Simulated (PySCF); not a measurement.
H₄Si₂ (SMILES [SiH][SiH3]), singlet, geometry from GFN2-xTB; DF-CAMB3LYP/def2-TZVP run with PySCF.

PySCF was given this input:
```python
from pyscf import gto, scf, dft

mol = gto.M(
    atom='''
Si   -0.288906    0.946481    0.771451
H     0.382608    2.122327    0.129654
Si    0.207329   -0.807678   -0.597427
H     0.996315   -0.861303   -1.840963
H    -1.091687   -1.388386   -0.989240
H     0.854851   -1.815878    0.264216
''',
    basis='def2-tzvp',
    charge=0,
    spin=0,
    verbose=4,
)

mf = dft.RKS(mol)
mf.xc = 'camb3lyp'
mf.level_shift = 0.3
mf.max_cycle = 100
mf = mf.density_fit(auxbasis='def2-universal-jkfit')
mf.kernel()
```

What the program printed (banner, timings and long lists left out):

```
PySCF version 2.14.0

[INPUT] verbose = 4
[INPUT] num. atoms = 6
[INPUT] num. electrons = 32
[INPUT] charge = 0
[INPUT] spin (= nelec alpha-beta = 2S) = 0
[INPUT] symmetry False subgroup None
[INPUT] Mole.unit = angstrom
[INPUT] Symbol           X                Y                Z      unit          X                Y                Z       unit  Magmom
[INPUT]  1 Si    -0.288906000000   0.946481000000   0.771451000000 AA   -0.545953215744   1.788589872104   1.457831108522 Bohr   0.0
[INPUT]  2 H      0.382608000000   2.122327000000   0.129654000000 AA    0.723024333068   4.010616776770   0.245010550954 Bohr   0.0
[INPUT]  3 Si     0.207329000000  -0.807678000000  -0.597427000000 AA    0.391795027680  -1.526290216836  -1.128973409421 Bohr   0.0
[INPUT]  4 H      0.996315000000  -0.861303000000  -1.840963000000 AA    1.882762483796  -1.627626780266  -3.478915875458 Bohr   0.0
[INPUT]  5 H     -1.091687000000  -1.388386000000  -0.989240000000 AA   -2.062989443748  -2.623669295180  -1.869392671465 Bohr   0.0
[INPUT]  6 H      0.854851000000  -1.815878000000   0.264216000000 AA    1.615434267311  -3.431512095623   0.499295877728 Bohr   0.0

nuclear repulsion = 76.0988718932867
number of shells = 42
number of NR pGTOs = 158
number of NR cGTOs = 98
basis = def2-tzvp
ecp = {}

******** <class 'pyscf.df.df_jk.DFRKS'> ********
method = DFRKS
initial guess = minao
damping factor = 0
level_shift factor = 0.3
DIIS = <class 'pyscf.scf.diis.CDIIS'>
diis_start_cycle = 1
diis_space = 8
diis_damp = 0
SCF conv_tol = 1e-09
SCF conv_tol_grad = None
SCF max_cycles = 100
direct_scf = False
XC library pyscf.dft.libxc version 7.1.2
    S. Lehtola, C. Steigemann, M. J. T. Oliveira, and M. A. L. Marques,  SoftwareX 7, 1–5 (2018)
XC functionals = camb3lyp
    T. Yanai, D. P. Tew, and N. C. Handy,  Chem. Phys. Lett. 393, 51 (2004)
radial grids:
    Treutler-Ahlrichs [JCP 102, 346 (1995); DOI:10.1063/1.469408] (M4) radial grids

becke partition: Becke, JCP 88, 2547 (1988); DOI:10.1063/1.454033
pruning grids: <function nwchem_prune>
grids dens level: 3
symmetrized grids: False
atomic radii adjust function: <function treutler_atomic_radii_adjust>
small_rho_cutoff = 0
Set gradient conv threshold to 3.16228e-05
Initial guess from minao.
tot grids = 77592
******** <class 'pyscf.df.df.DF'> ********
auxbasis = def2-universal-jkfit
Create RSH-DF object <pyscf.df.df.DF object> for omega=0.33
******** <class 'pyscf.df.df.DF'> ********
auxbasis = auxmol.basis = def2-universal-jkfit
init E= -581.096913977935
  HOMO = -0.0505407948286933  LUMO = 0.0742362751549912  gap/eV = 3.39536
cycle= 1 E= -581.301223362805  delta_E= -0.204  |g|= 0.218  |ddm|= 1.69
  HOMO = -0.305591867901475  LUMO = 0.189969770432858  gap/eV = 13.48492
cycle= 2 E= -581.319087176582  delta_E= -0.0179  |g|= 0.0751  |ddm|= 0.222
  HOMO = -0.28622204163303  LUMO = 0.213352735189137  gap/eV = 13.59412
cycle= 3 E= -581.321192180442  delta_E= -0.00211  |g|= 0.0286  |ddm|= 0.0921
  HOMO = -0.283320789755143  LUMO = 0.217937289870044  gap/eV = 13.63993
cycle= 4 E= -581.32178055429  delta_E= -0.000588  |g|= 0.0133  |ddm|= 0.0528
  HOMO = -0.285272095403792  LUMO = 0.216368363411707  gap/eV = 13.65033
cycle= 5 E= -581.321971226017  delta_E= -0.000191  |g|= 0.00653  |ddm|= 0.0314
  HOMO = -0.285307879827821  LUMO = 0.21639882260444  gap/eV = 13.65213
cycle= 6 E= -581.322030674599  delta_E= -5.94e-05  |g|= 0.00331  |ddm|= 0.0215
  HOMO = -0.285232762453754  LUMO = 0.216534622492107  gap/eV = 13.65379
cycle= 7 E= -581.322047667  delta_E= -1.7e-05  |g|= 0.00164  |ddm|= 0.0136
  HOMO = -0.285275484058927  LUMO = 0.216508025671114  gap/eV = 13.65422
cycle= 8 E= -581.322051894412  delta_E= -4.23e-06  |g|= 0.000809  |ddm|= 0.00757
  HOMO = -0.285283537840199  LUMO = 0.21650746181318  gap/eV = 13.65443
cycle= 9 E= -581.322052914415  delta_E= -1.02e-06  |g|= 0.000394  |ddm|= 0.00399
  HOMO = -0.285280977873262  LUMO = 0.216510732479435  gap/eV = 13.65445
cycle= 10 E= -581.322053158241  delta_E= -2.44e-07  |g|= 0.000189  |ddm|= 0.00208
  HOMO = -0.285286645483627  LUMO = 0.216504829513916  gap/eV = 13.65444
cycle= 11 E= -581.322053213735  delta_E= -5.55e-08  |g|= 8.97e-05  |ddm|= 0.00102
  HOMO = -0.285286072294557  LUMO = 0.216505712302679  gap/eV = 13.65445
cycle= 12 E= -581.322053226115  delta_E= -1.24e-08  |g|= 4.31e-05  |ddm|= 0.000487
  HOMO = -0.285286830138363  LUMO = 0.216504942524596  gap/eV = 13.65445
cycle= 13 E= -581.322053228907  delta_E= -2.79e-09  |g|= 2.02e-05  |ddm|= 0.000232
  HOMO = -0.28528695569943  LUMO = 0.216504857062667  gap/eV = 13.65445
cycle= 14 E= -581.322053229524  delta_E= -6.17e-10  |g|= 9.65e-06  |ddm|= 0.000107
  HOMO = -0.285286630570896  LUMO = -0.083495060310975  gap/eV = 5.49103
Extra cycle  E= -581.32205322968  delta_E= -1.56e-10  |g|= 4.58e-06  |ddm|= 6.82e-05
converged SCF energy = -581.32205322968
```
